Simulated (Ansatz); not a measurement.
In₅P₄H₁₆⁻, a cluster cut from zinc blende InP (hydrogen-capped): single points at one geometry.

```yaml
crystal:
  periodic: [false, false, false]
  atoms:
    - {symbol: In, position_ang: [0.257653, -3.228367, -0.155535]}
    - {symbol: In, position_ang: [0.251352, -0.154891, -3.228074]}
    - {symbol: In, position_ang: [-2.815235, -0.006631, -0.000537]}
    - {symbol: In, position_ang: [0.251288, 0.153830, 3.228164]}
    - {symbol: In, position_ang: [0.241819, 3.228801, 0.158152]}
    - {symbol: P, position_ang: [-1.103167, -1.410790, -1.408115]}
    - {symbol: P, position_ang: [1.407456, -1.571208, 1.572301]}
    - {symbol: P, position_ang: [1.396729, 1.579371, -1.574048]}
    - {symbol: P, position_ang: [-1.110624, 1.403870, 1.409429]}
    - {symbol: H, position_ang: [1.553161, -3.875776, -1.142964]}
    - {symbol: H, position_ang: [-0.776201, -4.244639, 0.826028]}
    - {symbol: H, position_ang: [1.550596, -1.137555, -3.875178]}
    - {symbol: H, position_ang: [-0.786941, 0.821818, -4.244518]}
    - {symbol: H, position_ang: [-3.659189, -1.097016, 1.086290]}
    - {symbol: H, position_ang: [-3.660908, 1.080850, -1.088987]}
    - {symbol: H, position_ang: [-0.782930, -0.830667, 4.241017]}
    - {symbol: H, position_ang: [1.543023, 1.143479, 3.879888]}
    - {symbol: H, position_ang: [-0.798484, 4.240730, -0.820962]}
    - {symbol: H, position_ang: [1.535656, 3.882159, 1.143980]}
    - {symbol: H, position_ang: [-1.965816, -2.222716, -2.219334]}
    - {symbol: H, position_ang: [2.338341, -2.343308, 2.345616]}
    - {symbol: H, position_ang: [2.396949, -0.835391, 0.841677]}
    - {symbol: H, position_ang: [2.319197, 2.358643, -2.350802]}
    - {symbol: H, position_ang: [2.394637, 0.854355, -0.843600]}
    - {symbol: H, position_ang: [-1.978364, 2.211051, 2.220122]}
basis:
  gaussian: {orbitals: def2-TZVP, fitting: {mean_field: def2-universal-jkfit}, initial_orbitals: start.molden}
total_charge: -1
hamiltonian: {xc: pbe0, dispersion: d4}
scf: {omitted_lower_state_checks: [starts]}
output: {orbitals: {seedname: orbitals}}
```

The file start.molden holds the orbitals of an earlier run on this structure, at another level or in another basis.

```sh
$ ansatz run in.yaml --threads 2 --pin off --events-out ev --progress --plain --max-ram 32768MiB --backend cuda --devices 0, --max-vram 18GiB
```

Shortened log:

```
Functional definition: PBE0
1890 factors; integrals over basis functions are off by at most 6.5e-1 eV
mean field evaluation 1: about -63273.3297 eV, gradient 1.5e2 eV
mean field evaluation 2: about -63276.6410 eV, gradient 5.1e0 eV
mean field evaluation 4: about -63276.7637 eV, gradient 1.1e-1 eV
mean field evaluation 8: about -63276.7638 eV, gradient 1.3e-5 eV
mean field -63276.76382609 eV, -2325.3781800776 hartree, gradient 1.3e-5 eV, S^2 0.000000; 0 other end points of the search recorded, 0 dependent functions left out
reference -63276.76392011 eV, -2325.3781835330 hartree; 91, 91 occupied and 403, 403 virtual orbitals, 1890 factors
Total energy: -63277.93361116 eV, -2325.4211688861 hartree
Checks for a lower state left out: starts
```

Run time 13 s (2 threads of AMD EPYC 7R13 on a shared host and a share (18 GiB) of an NVIDIA H100 80GB HBM3), peak host memory 0.98 GiB.

Geometry: PBE-D4/def2-SVP.

In the def2 sets In takes a core potential; there is no spin–orbit coupling. Single mean-field runs in def2-TZVP are fitted with def2-universal-jkfit.
